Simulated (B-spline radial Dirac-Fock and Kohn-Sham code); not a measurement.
# Compton profile of W¹²⁺

System: W¹²⁺, configuration [Kr] 4d10 4f14 5s2.

These are calculated numbers from a B-spline atomic structure program; the model is the impulse approximation on relativistic Hartree-Fock (Dirac-Fock) wave functions, averaged over the configuration. pz is in atomic units of momentum; subshell profiles are per electron, for a selection of subshells; open shells are spread over both j values by their weights.

| pz | J total | J 2p1/2 | J 4p3/2 | J 4f5/2 | J 5s1/2 |
| --- | --- | --- | --- | --- | --- |
| 0 | 4.635 | 0.0177 | 0.112 | 0.0760 | 0.359 |
| 0.14 | 4.625 | 0.0177 | 0.112 | 0.0760 | 0.355 |
| 0.21 | 4.612 | 0.0177 | 0.112 | 0.0760 | 0.349 |
| 0.3 | 4.589 | 0.0177 | 0.112 | 0.0760 | 0.338 |
| 0.43 | 4.543 | 0.0177 | 0.112 | 0.0760 | 0.318 |
| 0.62 | 4.454 | 0.0177 | 0.112 | 0.0760 | 0.279 |
| 0.9 | 4.296 | 0.0177 | 0.112 | 0.0760 | 0.212 |
| 1.3 | 4.067 | 0.0177 | 0.110 | 0.0760 | 0.122 |
| 1.9 | 3.800 | 0.0176 | 0.104 | 0.0757 | 0.0492 |
| 2.7 | 3.506 | 0.0176 | 0.0871 | 0.0734 | 0.0344 |
| 3.9 | 2.876 | 0.0176 | 0.0525 | 0.0634 | 0.0242 |
| 5.6 | 1.915 | 0.0176 | 0.0174 | 0.0419 | 0.00529 |
| 8 | 1.111 | 0.0173 | 0.00693 | 0.0190 | 0.00339 |
| 12 | 0.5726 | 0.0163 | 0.00500 | 0.00445 | 0.000881 |
| 17 | 0.2965 | 0.0139 | 0.00109 | 0.000739 | 0.000309 |
| 24 | 0.1378 | 0.00967 | 0.000420 | 7.49e-05 | 0.000176 |
| 35 | 0.05248 | 0.00442 | 0.000278 | 3.68e-06 | 1.98e-05 |
| 50 | 0.01936 | 0.00135 | 7.50e-05 | < 1e-6 | 9.48e-06 |
| 72 | 0.006571 | 0.000273 | 1.09e-05 | < 1e-6 | 5.88e-06 |
| 100 | 0.002247 | 5.27e-05 | 1.46e-06 | < 1e-6 | 2.17e-06 |

J(0) = 4.635. The 5s1/2 subshell gives the largest part, 15 %.

Mean momentum ⟨p⟩ by subshell (a.u.): 1s1/2 77.0, 2s1/2 27.5, 2p1/2 36.3, 2p3/2 32.1, 3s1/2 13.9, 3p1/2 16.6, 3p3/2 15.3, 3d3/2 18.4, 3d5/2 18.0, 4s1/2 7.07, 4p1/2 7.92, 4p3/2 7.39, 4d3/2 8.14, 4d5/2 7.95, 4f5/2 8.03, 4f7/2 7.93, 5s1/2 3.27.
